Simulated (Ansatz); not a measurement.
Input and output for the cluster PtBr2.

```yaml
crystal:
  periodic: [false, false, false]
  atoms:
    - {symbol: Pt, position_ang: [-0.009166, 0.856546, 0.076553]}
    - {symbol: Br, position_ang: [-1.788414, -0.384745, -0.740393]}
    - {symbol: Br, position_ang: [1.797580, -0.471801, 0.663850]}
basis:
  gaussian: {orbitals: def2-TZVPP, nuclear_model: gaussian}
hamiltonian: {xc: {name: PBE0}}
scf: {lower_state_search: off}
output: {forces: true}
```

```sh
$ ansatz run in.yaml --threads 4 --pin off --events-out ev --progress --plain --max-ram 3916MiB
```

It prints (some lines left out):

```
Functional definition: PBE0
1229 factors; their error is unknown
mean field evaluation 1: about -143322.3578 eV, gradient 2.3e1 eV
mean field evaluation 2: about -143319.9537 eV, gradient 4.2e1 eV
mean field evaluation 4: about -143323.2041 eV, gradient 3.4e0 eV
mean field evaluation 8: about -143324.1335 eV, gradient 2.0e-1 eV
mean field evaluation 16: about -143324.1336 eV, gradient 1.8e-4 eV
mean field -143324.13357490 eV, -5267.0647602907 hartree, gradient 2.9e-6 eV, S^2 0.000000; 0 other end points of the search recorded, 0 dependent functions left out
reference -143324.13359911 eV, -5267.0647611804 hartree; 44, 44 occupied and 108, 108 virtual orbitals, 1229 factors
Total energy: -143324.13359911 eV, -5267.0647611804 hartree
Atom 0 at    -0.009166     0.856546     0.076553 Å, force     0.005264    -0.529726    -0.047501 eV/Å
Atom 1 at    -1.788414    -0.384745    -0.740393 Å, force     0.403136     0.255157     0.182659 eV/Å
Atom 2 at     1.797580    -0.471801     0.663850 Å, force    -0.408401     0.274569    -0.135158 eV/Å
Dipole moment:    -0.003593     0.336877     0.030111 e Å
Checks for a lower state left out: stability, starts, cluster_reference, orbital_swaps, neighbouring_geometries, increment
```

It took 2.5 s on 4 threads of Arm Neoverse V1 on a shared host.

In the def2 sets Pt takes a core potential; there is no spin–orbit coupling. The restricted singlet is unstable towards broken spin symmetry at other levels; at RKS PBE0/def2-TZVPP this wasn't settled.
